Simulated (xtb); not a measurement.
xtb input (GFN2-xTB):

```bash
xtb mol.xyz --gfn 2 --sp --chrg 0 --uhf 0
```
mol.xyz:
```
8

V      0.01818213     0.01380595    -0.01752914
O      1.00971970     0.76669450    -0.97345669
O      0.93959993    -0.86824728     1.21920941
H      1.90262620    -0.84493734     1.24189595
O     -0.95704360    -1.13523887    -0.95837008
H     -0.84290840    -1.23142781    -1.91031465
O     -1.05409051     1.18985505     0.77221183
H     -0.98339113     2.13432107     0.59483323
```

Output:

```
           -------------------------------------------------
          |                Calculation Setup                |
           -------------------------------------------------

           -------------------------------------------------
          |                 G F N 2 - x T B                 |
           -------------------------------------------------

        Reference                      10.1021/acs.jctc.8b01176
      * Hamiltonian:
        H0-scaling (s, p, d)           1.850000    2.230000    2.230000
        zeta-weighting                 0.500000
      * Dispersion:
        s8                             2.700000
        a1                             0.520000
        a2                             5.000000
        s9                             5.000000
      * Repulsion:
        kExp                           1.500000    1.000000
        rExp                           1.000000
      * Coulomb:
        alpha                          2.000000
        third order                    shell-resolved
        anisotropic                    true
        a3                             3.000000
        a5                             4.000000
        cn-shift                       1.200000
        cn-exp                         4.000000
        max-rad                        5.000000

          ...................................................
          :                      SETUP                      :
          :.................................................:
          :  # basis functions                  29          :
          :  # atomic orbitals                  28          :
          :  # shells                           14          :
          :  # electrons                        32          :
          :  max. iterations                   250          :
          :  Hamiltonian                  GFN2-xTB          :
          :  restarted?                      false          :
          :  GBSA solvation                  false          :
          :  PC potential                    false          :
          :  electronic temp.          300.0000000     K    :
          :  accuracy                    1.0000000          :
          :  -> integral cutoff          0.2500000E+02      :
          :  -> integral neglect         0.1000000E-07      :
          :  -> SCF convergence          0.1000000E-05 Eh   :
          :  -> wf. convergence          0.1000000E-03 e    :
          :  Broyden damping             0.4000000          :
          :  net charge                          0          :
          :  unpaired electrons                  0          :
          ...................................................

 iter      E             dE          RMSdq      gap      omega  full diag
   1    -14.3314436 -0.143314E+02  0.255E+01    1.48       0.0  T
   2    -15.9606781 -0.162923E+01  0.219E+01   15.32       1.0  T
   3    -17.9693902 -0.200871E+01  0.142E+01    7.90       1.0  T
   4    -19.6917440 -0.172235E+01  0.418E+00    2.94       1.0  T
   5    -19.7553558 -0.636118E-01  0.408E+00    4.25       1.0  T
   6    -19.7238812  0.314746E-01  0.422E+00    3.31       1.0  T
   7    -19.7351848 -0.113035E-01  0.579E+00    3.21       1.0  T
   8    -19.7167928  0.183920E-01  0.363E+00    4.03       1.0  T
   9    -19.8338663 -0.117074E+00  0.651E-01    3.57       1.0  T
  10    -19.8341505 -0.284236E-03  0.554E-01    3.63       1.0  T
  11    -19.8346345 -0.483979E-03  0.370E-01    3.69       1.0  T
  12    -19.8358852 -0.125076E-02  0.815E-02    3.65       1.0  T
  13    -19.8359392 -0.539562E-04  0.255E-02    3.65       1.4  T
  14    -19.8359451 -0.589502E-05  0.507E-03    3.64       7.0  T
  15    -19.8359452 -0.660203E-07  0.421E-03    3.64       8.4  T
  16    -19.8359453 -0.164977E-06  0.560E-04    3.64      63.2  T
  17    -19.8359453 -0.314844E-08  0.610E-05    3.64     579.9  T

   *** convergence criteria satisfied after 17 iterations ***

         #    Occupation            Energy/Eh            Energy/eV
      -------------------------------------------------------------
         1        2.0000           -0.7471107             -20.3299
       ...           ...                  ...                  ...
        10        2.0000           -0.5053472             -13.7512
        11        2.0000           -0.4973828             -13.5345
        12        2.0000           -0.4973828             -13.5345
        13        2.0000           -0.4852690             -13.2048
        14        2.0000           -0.4792288             -13.0405
        15        2.0000           -0.4792288             -13.0405
        16        2.0000           -0.4709889             -12.8163 (HOMO)
        17                         -0.3370890              -9.1727 (LUMO)
        18                         -0.3370890              -9.1727
        19                         -0.2713157              -7.3829
        20                         -0.2713157              -7.3829
        21                         -0.2568029              -6.9880
       ...                                ...                  ...
        28                          0.6570122              17.8782
      -------------------------------------------------------------
                  HL-Gap            0.1338999 Eh            3.6436 eV
             Fermi-level           -0.4040390 Eh          -10.9945 eV

 SCC (total)                   0 d,  0 h,  0 min,  0.007 sec
 SCC setup                      ...        0 min,  0.000 sec (  1.695%)
 Dispersion                     ...        0 min,  0.000 sec (  0.890%)
 classical contributions        ...        0 min,  0.000 sec (  0.299%)
 integral evaluation            ...        0 min,  0.001 sec ( 12.722%)
 iterations                     ...        0 min,  0.004 sec ( 59.686%)
 molecular gradient             ...        0 min,  0.002 sec ( 22.975%)
 printout                       ...        0 min,  0.000 sec (  1.416%)

         :::::::::::::::::::::::::::::::::::::::::::::::::::::
         ::                     SUMMARY                     ::
         :::::::::::::::::::::::::::::::::::::::::::::::::::::
         :: total energy             -19.752379014136 Eh    ::
         :: gradient norm              0.076744485137 Eh/a0 ::
         :: HOMO-LUMO gap              3.643600955098 eV    ::
         ::.................................................::
         :: SCC energy               -19.835941996599 Eh    ::
         :: -> isotropic ES            0.106462544273 Eh    ::
         :: -> anisotropic ES          0.002281292496 Eh    ::
         :: -> anisotropic XC         -0.002780529111 Eh    ::
         :: -> dispersion             -0.003644524995 Eh    ::
         :: repulsion energy           0.083562982463 Eh    ::
         :: add. restraining           0.000000000000 Eh    ::
         :: total charge              -0.000000000000 e     ::
         :::::::::::::::::::::::::::::::::::::::::::::::::::::

           -------------------------------------------------
          |                Property Printout                |
           -------------------------------------------------

    * Orbital Energies and Occupations

         #    Occupation            Energy/Eh            Energy/eV
      -------------------------------------------------------------
         1        2.0000           -0.7471107             -20.3299
       ...           ...                  ...                  ...
         4        2.0000           -0.6828608             -18.5816
         5        2.0000           -0.5911967             -16.0873
         6        2.0000           -0.5684722             -15.4689
         7        2.0000           -0.5684722             -15.4689
         8        2.0000           -0.5141391             -13.9904
         9        2.0000           -0.5053472             -13.7512
        10        2.0000           -0.5053472             -13.7512
        11        2.0000           -0.4973828             -13.5345
        12        2.0000           -0.4973828             -13.5345
        13        2.0000           -0.4852690             -13.2048
        14        2.0000           -0.4792288             -13.0405
        15        2.0000           -0.4792288             -13.0405
        16        2.0000           -0.4709889             -12.8163 (HOMO)
        17                         -0.3370890              -9.1727 (LUMO)
        18                         -0.3370890              -9.1727
        19                         -0.2713157              -7.3829
        20                         -0.2713157              -7.3829
        21                         -0.2568029              -6.9880
        22                         -0.0152722              -0.4156
        23                          0.0605499               1.6476
        24                          0.0605499               1.6476
        25                          0.3725920              10.1387
        26                          0.5138579              13.9828
        27                          0.6570122              17.8782
        28                          0.6570122              17.8782
      -------------------------------------------------------------
                  HL-Gap            0.1338999 Eh            3.6436 eV
             Fermi-level           -0.4040390 Eh          -10.9945 eV

     #   Z          covCN         q      C6AA      α(0)
     1  23 V        3.011     0.626   146.840    24.910
     2   8 O        0.738    -0.349    20.746     6.104
     3   8 O        1.542    -0.435    21.614     6.272
     4   1 H        0.826     0.342     0.603     1.219
     5   8 O        1.542    -0.435    21.614     6.272
     6   1 H        0.826     0.342     0.603     1.219
     7   8 O        1.542    -0.435    21.614     6.272
     8   1 H        0.826     0.342     0.603     1.219

 Mol. C6AA /au·bohr⁶  :       1056.560550
 Mol. C8AA /au·bohr⁸  :      46546.908477
 Mol. α(0) /au        :         53.484808

Wiberg/Mayer (AO) data.
largest (>0.10) Wiberg bond orders for each atom

 ---------------------------------------------------------------------------
     #   Z sym  total        # sym  WBO       # sym  WBO       # sym  WBO
 ---------------------------------------------------------------------------
     1  23 V    6.339 --     2 O    2.360     5 O    1.286     7 O    1.286
                             3 O    1.286
     2   8 O    2.522 --     1 V    2.360
     3   8 O    2.326 --     1 V    1.286     4 H    0.836
     4   1 H    0.883 --     3 O    0.836
     5   8 O    2.326 --     1 V    1.286     6 H    0.836
     6   1 H    0.883 --     5 O    0.836
     7   8 O    2.326 --     1 V    1.286     8 H    0.836
     8   1 H    0.883 --     7 O    0.836
 ---------------------------------------------------------------------------

Topologies differ in total number of bonds
Writing topology from bond orders to xtbtopo.mol

molecular dipole:
                 x           y           z       tot (Debye)
 q only:        0.284       0.216      -0.274
   full:        0.068       0.051      -0.065       0.272
molecular quadrupole (traceless):
                xx          xy          yy          xz          yz          zz
 q only:       -0.879      -4.053       1.381       5.146       3.907      -0.502
  q+dip:       -0.998      -4.602       1.569       5.844       4.437      -0.570
   full:       -1.105      -5.097       1.737       6.471       4.914      -0.632

           -------------------------------------------------
          | TOTAL ENERGY              -19.752379014136 Eh   |
          | GRADIENT NORM               0.076744485137 Eh/α |
          | HOMO-LUMO GAP               3.643600955098 eV   |
           -------------------------------------------------

------------------------------------------------------------------------
Note: The following floating-point exceptions are signalling: IEEE_UNDERFLOW_FLAG IEEE_DENORMAL
normal termination of xtb
------------------------------------------------------------------------
 total:
 SCF:
```
